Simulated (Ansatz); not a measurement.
Task: Predict a relaxed structure of (Cl2Ga-mu-SH)3 (Ga3H3S3Cl6), charge 0, singlet, at PBE-D4/def2-SVP (Ansatz).

Result: 
```xyz
15

Ga   -2.075    0.206   -0.583
Cl   -3.957    1.280   -0.535
Cl   -1.960   -1.612   -1.729
S    -0.424    1.833   -1.158
Ga    1.696    0.744   -1.357
Cl    3.042    2.359   -1.886
Cl    1.612   -1.033   -2.567
S     2.280    0.111    0.861
Ga    0.608   -1.306    1.788
Cl    1.037   -1.418    3.910
Cl    0.514   -3.102    0.608
S    -1.413   -0.031    1.698
H    -0.676    1.804   -2.499
H     1.933    1.269    1.495
H    -2.217   -1.103    1.955
```
Point group Cs (tolerance 0.1 Å). This is one stationary point.
